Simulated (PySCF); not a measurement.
Several compounds and their computed core spectra got separated.

The calculation used delta-SCF UKS SCAN, pcX-2 on the ionised atom, pcseg-1 elsewhere, spin-free X2C (PySCF). Geometries: PBE0-D3(BJ)/def2-SVP; isolated species, one conformer each.

Line lists (1s up to Mg, 2p3/2 beyond; areas count atoms within a level, one atom standing for each set equivalent by bonding):
1. C 1s: 291.36 (area 1), 292.75 (area 1), 294.95 (area 1) eV; O 1s: 537.68 (area 1), 540.16 (area 1) eV; Cl 2p3/2: 206.85 eV
2. C 1s: 293.20 (area 1), 293.69 (area 1), 299.24 (area 1) eV; N 1s: 405.96 eV; F 1s: 694.74 eV
3. C 1s: 291.10 (area 1), 291.47 (area 1), 293.57 (area 1), 293.66 (area 1) eV; O 1s: 538.02 eV; F 1s: 692.96 eV

Structures:
A. `N#CCC(F)(F)F`
B. `C=C(C=O)CF`
C. `O=C(O)/C=C\Cl`

Task: Which list belongs to which compound?

Result: 
- 1 = C: no other candidate has this set of levels. C 1s: 291.36 alkene CH carbon, 292.75 vinylic C–Cl carbon, 294.95 carboxylic acid carbon; O 1s: 537.68 acid carbonyl oxygen, 540.16 acid hydroxyl oxygen; Cl 2p3/2: 206.85 vinyl chlorine.
- 2 = A: no other candidate has this set of levels. C 1s: 293.20 nitrile carbon, 293.69 sp3 carbon next to a nitrile, 299.24 CF3 carbon; N 1s: 405.96 nitrile nitrogen; F 1s: 694.74 fluorine of a CF3 group (×3).
- 3 = B: no other candidate has this set of levels. C 1s: 291.10 terminal =CH2 carbon, 291.47 fully substituted alkene carbon, 293.57 sp3 C–F carbon, 293.66 aldehyde carbon; O 1s: 538.02 aldehyde oxygen; F 1s: 692.96 alkyl fluorine.

For 2p shells one spin-free hole was relaxed; a mean-field spin–orbit operator and the ground-state splitting of the three 2p orbitals were then diagonalised within the shell. The shell's mean is (2 × 2p3/2 + 2p1/2)/3, and the degeneracies 2j + 1 give areas of 2:1.
